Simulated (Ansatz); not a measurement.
The lowest singlet and triplet of NH2 (SMILES [NH2+]); geometries from B3LYP-D3(BJ)/def2-TZVP, each state relaxed from the structure named, with no frequency check.
Singlet at the triplet's geometry (charge 1, multiplicity 1):
```xyz
3

N      0.00013    -0.05123     0.00000
H     -1.01097     0.17665     0.00000
H      1.01003     0.18196     0.00000
```

A positive gap puts the triplet lower; no zero-point energy. R- takes a restricted singlet. U- takes an unrestricted singlet (broken symmetry where lower, unprojected). The triplet is unrestricted in single-reference levels. Active spaces average the two states.

Cores are frozen in the correlated methods.

Run with Ansatz (Gaussian orbitals). Each number belongs to the level named beside it.

| level | gap E(singlet) − E(triplet), vertical, at the triplet's geometry (kcal/mol) |
|---|---|
| U-B3LYP/def2-TZVPP (spin-contaminated) | 14.96 |
| R-PBE0/def2-TZVPP | 56.31 |
| R-B2PLYP/def2-TZVPP | 51.36 |
| U-B2PLYP/def2-TZVPP (spin-contaminated) | 16.81 |
| R-SCS-MP2/cc-pVDZ | 53.55 |
| SC-NEVPT2 on SA-CASSCF(6,6)/cc-pVDZ | 46.85 |
| SC-NEVPT2 on SA-CASSCF(6,6)/cc-pVTZ | 43.34 |
| SC-NEVPT2 on SA-CASSCF(6,6)/cc-pVQZ | (withheld) |
| FIC-MRCISD+Q on SA-CASSCF(6,6)/cc-pVQZ | (withheld) |

What belongs in the gaps?


- SC-NEVPT2 on SA-CASSCF(6,6)/cc-pVQZ, gap E(singlet) − E(triplet), vertical, at the triplet's geometry (kcal/mol): 42.15
- FIC-MRCISD+Q on SA-CASSCF(6,6)/cc-pVQZ, gap E(singlet) − E(triplet), vertical, at the triplet's geometry (kcal/mol): 41.24

Doubts at one or more of the structures used: a restricted determinant that unrestricted orbitals would lower (R-PBE0/def2-TZVPP, R-B2PLYP/def2-TZVPP, R-SCS-MP2/cc-pVDZ).

Ansatz is a quantum-chemistry and plane-wave program.
